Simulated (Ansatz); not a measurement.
`[CH3][Sb]([CH3])[CH3]` and `[CH3][Sb]([CH3])[SiH3]` differ in one atom or group.

Ansatz, PBE0-D4/def2-TZVP geometries, multiplicity 1. 

Elements past krypton have def2 core potentials.  Spin–orbit coupling is left out; it splits and shifts lone-pair levels of the heavy atoms by tenths of an eV.

| property | `[CH3][Sb]([CH3])[CH3]` |
| --- | --- |
| HOMO–LUMO gap (PBE0/def2-TZVPP) / eV | 6.70 |
| HOMO–LUMO gap (B3LYP/def2-TZVPP) / eV | 6.29 |
| zero-point energy (PBE0-D4/def2-TZVP) / kJ/mol | 284.7 |
| HOMO energy (B3LYP/def2-TZVPP) / eV | -6.26 |
| LUMO energy (PBE0/def2-TZVPP) / eV | 0.29 |
| ideal-gas entropy at 298 K and 1 bar (rigid rotor, harmonic PBE0-D4/def2-TZVP) / J/(mol·K) | 357 |

(1) Give the same properties after the change, and the shifts. (Best estimate.)

Results:

(1) The calculation gave: 
| property | `[CH3][Sb]([CH3])[SiH3]` | shift |
| --- | --- | --- |
| HOMO–LUMO gap (PBE0/def2-TZVPP) / eV | 6.31 | -0.39 |
| HOMO–LUMO gap (B3LYP/def2-TZVPP) / eV | 5.93 | -0.36 |
| zero-point energy (PBE0-D4/def2-TZVP) / kJ/mol | 254.9 | -29.8 |
| HOMO energy (B3LYP/def2-TZVPP) / eV | -6.39 | -0.13 |
| LUMO energy (PBE0/def2-TZVPP) / eV | -0.25 | -0.54 |
| ideal-gas entropy at 298 K and 1 bar (rigid rotor, harmonic PBE0-D4/def2-TZVP) / J/(mol·K) | 389 | 32 |

With PBE0 the HOMO falls by 0.15 eV and the LUMO falls by 0.54 eV, so the gap narrows by about 0.39 eV. PBE moves the HOMO by -0.19 eV and ωB97M-V by -0.06 eV.

Positive LUMOs are unbound, so they and the gaps depend on the basis.

B3LYP here is the variant with VWN-RPA as its local correlation; programs differ in this.
